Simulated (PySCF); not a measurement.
How the method changes the constants of BiC

State: ²Σ⁺ (doublet), unpaired electrons σ ↑. Set-up: Bi aug-cc-pVDZ-PP with ECP60, C aug-cc-pVDZ; scalar-relativistic core potentials (PySCF 2.14). De refers to Bi + C in their high-spin ground configurations, without counterpoise correction. The functionals are run spin-unrestricted. A positive dipole means Bi(−)C(+). Levels whose curve was spin-contaminated or gave no clean fit are not listed.

```json
{"Level": "ROHF", "Re (Å)": "1.935", "ωe (cm⁻¹)": "868", "De (eV)": "-0.94", "μ (D)": "-2.77"}
{"Level": "ROHF-MP2", "Re (Å)": "2.011", "ωe (cm⁻¹)": "751", "De (eV)": "3.00", "μ (D)": "n/a"}
{"Level": "ROHF-SCS-MP2", "Re (Å)": "2.010", "ωe (cm⁻¹)": "751", "De (eV)": "2.72", "μ (D)": "n/a"}
{"Level": "ROHF-CCSD", "Re (Å)": "1.988", "ωe (cm⁻¹)": "762", "De (eV)": "2.07", "μ (D)": "n/a"}
{"Level": "ROHF-CCSD(T)", "Re (Å)": "2.011", "ωe (cm⁻¹)": "715", "De (eV)": "2.55", "μ (D)": "n/a"}
{"Level": "PBE", "Re (Å)": "1.987", "ωe (cm⁻¹)": "745", "De (eV)": "3.38", "μ (D)": "-2.70"}
{"Level": "revPBE", "Re (Å)": "1.995", "ωe (cm⁻¹)": "728", "De (eV)": "3.07", "μ (D)": "-2.72"}
```

Problem. What does second-order correlation do here, going from ROHF to ROHF-MP2?

Solution. ROHF-MP2 less ROHF: +7.6 pm in Re, -13.5 % in ωe, +3.94 eV in De. Correlation nearly always deepens the well. The bond lengthens, as in strong covalent bonds, where excitations into antibonding orbitals dominate.

Problem. What does all correlation do here, going from ROHF to ROHF-CCSD(T)?

Solution. ROHF-CCSD(T) less ROHF: +7.6 pm in Re, -17.6 % in ωe, +3.49 eV in De. Correlation nearly always deepens the well. The bond lengthens, as in strong covalent bonds, where excitations into antibonding orbitals dominate.

Correlated steps freeze 5 core orbitals. Correlated levels converge slowly with the basis: in double zeta they bind strong bonds too weakly, by up to about 1 eV, and carry superposition errors of some tenths. These are scalar-relativistic numbers at best; spin–orbit coupling would shift them, the dissociation energy most. UHF is strongly spin-contaminated for BiC, so the ROHF reference used there is far from stable. A negative De means that the minimum lies above the separated atoms at that level. The state is the lowest determinant that a PBE0 search found; another state may lie lower at other levels.

The whole job (state search and all levels along the bond) took about 3 min on 1 thread of Intel Xeon Platinum 8488C (shared host), peak memory 0.73 GiB.
